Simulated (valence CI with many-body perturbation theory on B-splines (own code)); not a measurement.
The numbers below are computed, except where a source is named.
# Ir XXVIII: what each term of the Hamiltonian does

Level of theory: configuration interaction combined with many-body perturbation theory (CI+MBPT): four valence electrons over a frozen Dirac-Fock core [Kr] 4d10, radial functions for each j: 8 s, 8 p, 9 d, 9 f, 6 g, 3 h, 2 i, with the one-electron correlation potential Σ1 (screened to all orders), the two-electron term Σ2, the three-electron term Σ3, Breit, model QED; selected single and double excitations, second order for the rest, scaled by the run's own slope (own B-spline code, finite nucleus).

The last digits are not significant, and no measured levels were compared; by estimate large intervals hold to a few tenths of a per cent, small ones and those within an open d or f shell to about a per cent. Core correlation moves these levels by up to 5000 cm⁻¹, and in measured spectra 5 to 20 % of such shifts remained as error; rates that hang on mixing are uncertain with them. Only levels of the ground parity were solved; by the run's estimate the other parity begins above the list, which can be wrong where configurations are misplaced.

Each rung adds one term. CI alone is the Dirac-Coulomb CI over the frozen core; QED comes last and gives the full result, which names the levels. Energies are above (4f5/2^4) J=4 on the same rung, in cm⁻¹.

Levels are named by their leading jj configuration (3d3/2^4 stands for four electrons in 3d with j = 3/2), which in mixed levels can hold well under half, so a name can repeat and another be missing. Letters in brackets count levels of one name in rising energy.

```
                    Level  CI alone   + Σ1   + Σ2   + Σ3  + Breit   Full
  (4f5/2^3 4f7/2) J=5 [a]     20049  20551  21546  21641    20188  20297
(4f5/2^2 4f7/2^2) J=6 [a]     36316  37098  38464  38544    35892  36057
            (4f5/2^4) J=2     38710  38727  35984  36548    37273  37250
  (4f5/2^3 4f7/2) J=7 [a]     48514  49374  50547  50516    47136  47310
  (4f5/2^3 4f7/2) J=1 [a]     49015  49545  48285  48953    48514  48611
  (4f5/2^3 4f7/2) J=4 [a]     50417  50800  50092  50106    49428  49490
  (4f5/2^3 4f7/2) J=8 [a]     58053  58903  59771  59661    55747  55913
  (4f5/2^3 4f7/2) J=3 [a]     57557  58156  57058  57602    56553  56662
  (4f5/2^3 4f7/2) J=2 [a]     61746  62297  60003  60505    59820  59915
  (4f5/2^3 4f7/2) J=2 [b]     64392  65109  63996  63497    62379  62512
  (4f5/2^3 4f7/2) J=3 [b]     64682  65254  63141  63688    63024  63120
(4f5/2^2 4f7/2^2) J=6 [b]     69896  70808  71814  71449    68774  68953
  (4f5/2^3 4f7/2) J=5 [b]     73761  74588  73794  74109    72084  72234
  (4f5/2^3 4f7/2) J=7 [b]     75759  76758  77404  77334    73893  74090
(4f5/2^2 4f7/2^2) J=4 [a]     77767  78813  78139  78675    76549  76750
  (4f5/2^3 4f7/2) J=8 [b]     82376  83450  83836  84064    79843  80055
(4f5/2^2 4f7/2^2) J=4 [b]     89903  91013  90250  90388    88252  88464
(4f5/2^2 4f7/2^2) J=2 [a]     90738  91867  91758  92153    90326  90540
(4f5/2^2 4f7/2^2) J=3 [a]     92014  93168  92952  93466    91340  91560
```

Q: How does the ionisation energy move along the ladder, and which term matters most?

A: CI alone 890.29, + Σ1 893.79, + Σ2 902.81, + Σ3 902.87, + Breit 902.74, + QED 902.81 eV. The largest step is Σ2, 9.02 eV. NIST lists 920 ± 50 eV (theoretical).
